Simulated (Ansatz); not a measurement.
Reaction (substitution at a C–C bond): `CCC(=N)[SiH3]` + HCl → `N=C([SiH3])Cl` + `CC`

Isolated molecules relaxed with PBE0-D4/def2-TZVP in Ansatz; ΔE leaves out vibrations. CCSD(T)/CBS is the MP2 limit (def2-TZVPP, def2-QZVPP) plus CCSD(T) − MP2 in def2-TZVPP, frozen cores. This one scheme is used for every species. Functionals use def2-TZVPP. B3LYP here is the variant with VWN-RPA as its local correlation; programs differ in this. One conformer a species, not always the lowest.

CCSD(T)/CBS gives +0.1 kcal/mol.

(1) Another level gave +0.5 kcal/mol. Which?
A. CAM-B3LYP-D4/def2-TZVPP
B. CCSD(T)/def2-TZVPP
C. B3LYP-D4/def2-TZVPP
D. r2SCAN/def2-TZVPP

Largest T1 diagnostic among the species: 0.013.

Results:

(1) B. CCSD(T)/def2-TZVPP 0.5, r2SCAN -3.7, CAM-B3LYP-D4 -0.8, B3LYP-D4 -2.3 kcal/mol.

From BLYP to BHLYP (50 % exact exchange), in def2-TZVPP and without D4, ΔE moves by +4.7 kcal/mol. The D4 term adds +1.7 kcal/mol with B3LYP and +1.0 kcal/mol with PBE0; it sums over pairs of atoms, weighted by their polarisabilities, and B3LYP, whose exchange is more repulsive, gets the larger term.
